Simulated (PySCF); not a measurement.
# Spinor energies of Sr (strontium, neutral)

Start: [Kr] 5s2. Calculated with PySCF 2.14 in x2c-QZVPPall-2c: generalised Hartree-Fock with the X2C-1e Hamiltonian and a Gaussian nucleus; one run each with spin-orbit coupling (SO) switched off, then screened by Boettger's factors.

```tsv
spinor shell	electrons	ε, spin-free (eV)	ε, screened SO (eV)	weight of nominal j (screened SO)	rms radius, screened SO (bohr)
1s1/2	2	-16197.8	-16197.2	1.000	0.0451
2s1/2	2	-2261.6	-2261.4	1.000	0.187
2p1/2	2	-2003.7	-2050.9	1.000	0.164
2p3/2	4	-2003.7	-1981.3	1.000	0.167
3s1/2	2	-379.74	-379.70	1.000	0.523
3p1/2	2	-293.91	-301.48	1.000	0.528
3p3/2	4	-293.91	-290.31	1.000	0.539
3d3/2	4	-152.04	-153.18	1.000	0.545
3d5/2	6	-152.04	-151.25	1.000	0.548
4s1/2	2	-53.022	-53.015	1.000	1.45
4p1/2	2	-29.794	-30.665	1.000	1.66
5s1/2	2	-4.931	-4.932	1.000	4.87
```

**Question.** Where does 4p3/2 lie, and what is the 4p spin-orbit splitting (screened SO)?

**Answer.** At -29.377 eV, 1.288 eV above 4p1/2.

```csv
quantity,spin-free,screened SO
E (hartree),-3177.22547,-3177.47485
M_J,0,0
⟨J²⟩,0.000,0.000
⟨L²⟩,0.000,0.006
⟨S²⟩,0.000,0.006
```

Breit and QED terms are absent; they matter most for the inner s and p1/2 levels.

Densities and radii are taken from the X2C orbitals without a picture-change correction, which distorts them close to the nucleus.

Without spin-orbit coupling the j labels of p, d and f shells carry no meaning; the spin-free column gives the mean over the occupied spinors of each nl shell.
